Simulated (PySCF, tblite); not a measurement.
C6H12N2Si.
Atom-mapped SMILES: `[CH3:1][Si:2]([CH3:3])([CH3:4])[n:5]1[cH:6][cH:7][cH:8][n:9]1` (hydrogens: H10, H11, H12 on C1; H13, H14, H15 on C3; H16, H17, H18 on C4; H19 on C6; H20 on C7; H21 on C8)

Computed geometry: GFN2-xTB, gas phase.

(1) List the bond lengths, angles and torsions at this level.

Results:

(1) 
```
                   bond  length (pm)
         C1–Si2, Si2–C3        190.6
                 Si2–C4        189.5
                 Si2–N5        177.4
                  N5–C6        135.4
                  C6–C7        136.9
                  C7–C8        140.6
                  C8–N9        131.2
                  N5–N9        134.2
C1–H10 and 8 like bonds        108.6
                 C6–H19        107.1
                 C7–H20        107.1
                 C8–H21        107.3
```

Bonds in one row agree within 1 pm and their mean is given. A selection of angles:
```
    angle  degrees
C1–Si2–C3    111.1
C1–Si2–C4    112.5
C1–Si2–N5    106.8
C4–Si2–N5    106.2
Si2–N5–C6    129.8
Si2–N5–N9    119.8
 C6–N5–N9    110.3
 N5–C6–C7    108.0
 C6–C7–C8    104.0
 C7–C8–N9    111.1
 N5–N9–C8    106.7
```

Dihedral angles: C1–Si2–N5–C6 45° (synclinal). The mirror-image conformer, all signs reversed, is as good.

Si2 (four-coordinate silicon) is tetrahedral (angles from 106.2° to 112.6°). N9 (pyridine-type nitrogen) is bent (angle 106.7°). Of the pairs four or more bonds apart, N9···H18 is among the closest relative to their van der Waals radii: 2.84 Å, 103 % of the sum of Bondi's values. The 2 C–C bonds span 1.369 Å (C6–C7, aromatic) to 1.406 Å (C7–C8, aromatic), a spread of 0.037 Å. N5 (pyrrole-type nitrogen) is planar (angles 129.8°, 119.8° and 110.3°, sum 359.9°, 0.02 Å off the plane of its three neighbours). The 2 C–N bonds span 1.312 Å (C8–N9, aromatic) to 1.354 Å (N5–C6, aromatic), a spread of 0.042 Å. The 5-membered ring N5–C6–C7–C8–N9 has internal angles of 104.0° to 111.1° (sum 540°, against 540° for a flat polygon); it is planar, 0.00 Å rms from its mean plane, widest ring torsion 0°.

Point group: C1 (no symmetry element, even within 0.4 Å). Its lowest GFN2-xTB frequency is 18i cm⁻¹, too small to tell a flat minimum from a shallow saddle. 2 starts were optimised and ended at 0.00 and 0.03 kcal/mol (GFN2-xTB); the lowest of these is shown.
